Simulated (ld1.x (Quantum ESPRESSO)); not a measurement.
# Ge (Z = 32): one change to a TM potential, before and after

ld1.x (Quantum ESPRESSO) 7.5 input, shortened:

```
&input
   title='Ge', zed=32., rel=2, dft='PBE', iswitch=3,
   config='[Ar] 3d10 4s2 4p1.75 4d-2', rel_dist='average'
 /
 &inputp
   pseudotype=2, tm=.true., lloc=-1, rcloc=1.15,
   nlcc=.false.
 /
3
4S  1  0   2.00   0.00  1.50  1.50  0.0
4P  2  1   1.75   0.00  1.90  1.90  0.0
4D  3  2  -2.00   0.45  1.75  1.75  0.0
 &test
   configts(1)='4s2 4p1.75'
 /
```

Open shells are filled in proportion to 2j + 1 (rel_dist='average').

All-electron outer shells of the reference configuration (PBE, scalar-relativistic, ld1.x):

```csv
shell,level (eV),outermost node (bohr),outermost maximum (bohr)
3d,-31.35,–,0.50
4s,-13.61,0.77,1.73
4p,-5.59,0.82,2.19
```

Change: type TM semilocal; scalar-relativistic; local potential the p channel.

Cutoffs: the cutoffs (Ry, on a coarse ladder) from which the occupation-weighted sum of valence levels, in a spherical-Bessel basis at the reference potential, stays within 10 and 1 mRy of its value at 400 Ry; they do not see the model core or the augmentation charge, which bear on the density cutoff. Errors are all-electron minus pseudo energies relative to the spin-unpolarised reference configuration.

Q: How do hardness, ghosts and transferability respond?

A: The potential gets neither clearly harder nor softer (30 Ry and 45 Ry → 30 Ry and 45 Ry); the bound ghost in s disappears; of the 7 tests that both files solve, the error grows in 1 and shrinks in 2 by more than 15 % and 0.3 meV (median size 5.0 → 1.5 meV). A semilocal file is local in each channel, so a ghost entry of none says nothing of the separable form that plane-wave codes build from it. Several settings change at once here, so the effects cannot be laid on one of them.

| quantity | base | changed |
| --- | --- | --- |
| cutoff, loose | 30 Ry | 30 Ry |
| cutoff, tight | 45 Ry | 45 Ry |
| loose cutoff by channel (10 mRy a level) | s 30 Ry, p 6 Ry | s 15 Ry, p 6 Ry |
| bound ghosts | s | none |
| error for 4s2 4p2, meV [ΔE -1.18 eV] | 0.0 | +0.2 |
| error for 4s2 4p1, meV [ΔE 6.26 eV] | -0.8 | -1.5 |
| error for 4s2 4p0, meV [ΔE 21.71 eV] | -5.0 | -0.6 |
| error for 4s1 4p0, meV [ΔE 56.50 eV] | +82 | +93 |
| error for 4s2 4p1.5, meV [ΔE 1.62 eV] | -0.1 | -0.3 |
| error for 4s0 4p4, meV [ΔE 15.01 → 15.01 eV] | +50 | +48 |
| error for 4s1 4p2, meV [ΔE 14.98 eV] | +9.9 | +7.1 |
| s: phases at 2.04 bohr within 0.05 rad from the reference energy up to (Ry; the scan ends near 5) | to the end of the scan | 4.0 |

 A true bound ghost makes a file unfit for plane-wave use even where its test errors are small: the radial tests pick states by their node count and pass the ghost by.
